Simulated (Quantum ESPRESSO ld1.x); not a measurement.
Q: These are the eigenvalues of the occupied orbitals of an atom or ion with whole-number occupations (Ry). All-electron calculation, scalar-relativistic Kohn-Sham, LDA (Slater exchange, VWN5 correlation), spin-polarised, spherical densities, point nucleus. Program: ld1.x of Quantum ESPRESSO 7.5.

orbital  eigenvalue
1s up    -1105.9100
1s down  -1105.8929
2s up     -150.0507
2s down   -150.0392
2p up     -133.4446
2p down   -133.4287
3s up      -24.4546
3s down    -24.4326
3p up      -19.1276
3p down    -19.1030
3d up      -10.2834
3d down    -10.2547
4s up       -4.7853
4s down     -4.6387
4p up       -3.5123
4p down     -3.3695

Which element is it, and in what charge state? The configuration may be excited. Open shells, if any, are filled with parallel spins first.

A: Z = 37, rubidium, charge +3: Rb3+ in [Ar] 3d10 4s2 4p4. The list shows which subshells hold electrons but not how many an open one holds; the 1s level, -552.96 hartree, gives Z - s = 33.3 by -(Z - s)^2/2, which with screening and relativity narrows Z to a few neighbours, and the depths of the outer levels then fix element, charge and occupations together.
